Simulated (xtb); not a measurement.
Harmonic IR lines of one isomer of C10H9BO, unscaled. All values below come from xtb with GFN2-xTB.

```tsv
wavenumber (cm⁻¹)	relative intensity
445	41
572	3.6
767	16
791	12
824	28
842	3.6
1006	11
1079	9.9
1091	16
1133	12
1174	44
1218	3.1
1252	86
1346	8.2
1477	12
1509	53
1533	100
1580	65
1588	4.9
2634	62
2664	34
3033	8.0
3041	9.8
3052	12
3122	8.6
3160	4.1
3519	10
```

**Question.** Say which structure gives these lines.
(A) `Bc1ccc2cc(O)cccc1-2`
(B) `Bc1cc(O)cc2cccc-2c1`
(C) `Bc1cc2cccc(O)cc-2c1`
(D) `Bc1cccc2cc(O)cc-2c1`

**Answer.** D, `Bc1cccc2cc(O)cc-2c1`
